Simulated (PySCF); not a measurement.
# NMR data sheet: C3H5F3O2Si

```
Formula                               : C3H5F3O2Si
SMILES                                : C=C(O[SiH2]O)C(F)(F)F
InChI                                 : InChI=1S/C3H5F3O2Si/c1-2(8-9-7)3(4,5)6/h7H,1,9H2
Point group of the computed structure : C1
Degrees of unsaturation               : 1
Carbon signals                        : 3
Proton signals                        : 4
```

Atom-mapped SMILES (the numbers label the heavy atoms): `[CH2:1]=[C:2]([O:3][SiH2:4][OH:5])[C:6]([F:7])([F:8])[F:9]`. Hydrogens are named by the atom that carries them. Ha(C1) is cis to O3; Hb(C1) is trans to O3.

PySCF 2.14 calculation with structure optimised with GFN2-xTB and PBE0/pcSseg-1 with gauge-including orbitals; non-relativistic Hamiltonian, in vacuum, a single conformation, rapidly exchanging positions averaged.

δ = σ(ref) − σ, references computed at the same level: TMS for $^{1}$H (σ = 31.72 ppm) and $^{13}$C (σ = 186.93 ppm) and $^{29}$Si (σ = 349.16 ppm); $^{19}$F (σ = 170.95 ppm) against CFCl3; $^{17}$O (σ = 336.08 ppm) vs H2O.

| carbon | δC, type | δH (multiplicity) | HMBC from (2–3 bonds) | span of the C tensor (ppm) |
| --- | --- | --- | --- | --- |
| C1 | 97.1, CH2 | Hb(C1) 5.25 (m); Ha(C1) 4.48 (m) | – | 171 |
| C2 | 154.5, C | – | Hb(C1), H(Si4), Ha(C1) | 176 |
| C6 | 129.2, C | – | Hb(C1), Ha(C1) | 14 |

Other nuclei:
```tsv
atoms	nucleus	environment	δ (ppm)	σ (ppm)
H(Si4)	$^{1}$H	hydrogen on a silicon bonded to 2 O	5.18	26.54
H(O5)	$^{1}$H	hydrogen on an oxygen bonded to Si	1.92	29.80
F7/F8/F9	$^{19}$F	fluorine of a CF3 group	-88.5	259.4
Si4	$^{29}$Si	silicon bonded to 2 O, 2 H	-31.1	380.3
O3	$^{17}$O	oxygen bonded to C, Si	122.3	213.8
O5	$^{17}$O	oxygen bonded to Si, H	25.5	310.6
```

- Carbon types of the structure: 2 × C, 1 × CH2, leaving 3 H on heteroatoms.
- δC 154.5: alkene carbon bearing oxygen; an sp2 carbon further deshielded by the attached heteroatom.
- δC 129.2: CF3 carbon; 3 electronegative neighbours deshield it.
- δC 97.1: β carbon of an enol-ether or enamine type C=C; the O or N lone pair pushes π density onto this β carbon and shields it.
- δH 5.25, 4.48: hydrogen on a β carbon of an enol-ether or enamine type C=C.
- δH 1.92: hydrogen on an oxygen bonded to Si; exchangeable, gas-phase position.

OH/NH shifts are gas-phase values; hydrogen bonding in solution moves them, usually downfield. Splittings by $^{19}$F in the carbon and heteronuclear signals aren't shown, as no couplings were computed. Shifts are as computed. Against solution values, carbons near 30 ppm lie about +3 ppm off and those near 130 ppm about +5 ppm. Of 1211 compounds with measured shifts, 218 miss one by over three times the rms of a fit or turn the order of signals round; such compounds aren't used in these exercises. Unscaled 19F shifts against computed CFCl3 carry errors that often reach 10 to 50 ppm. Experimental scales use liquid or dissolved standards, which lie at an offset from isolated H2O (liquid H2O: subtract about 36 ppm). No couplings were computed; multiplicities are counted from neighbouring protons, with m where these are inequivalent, close in shift, in a saturated or five-membered ring or joined by F or P, and br s for small geminal =CH2 splittings.
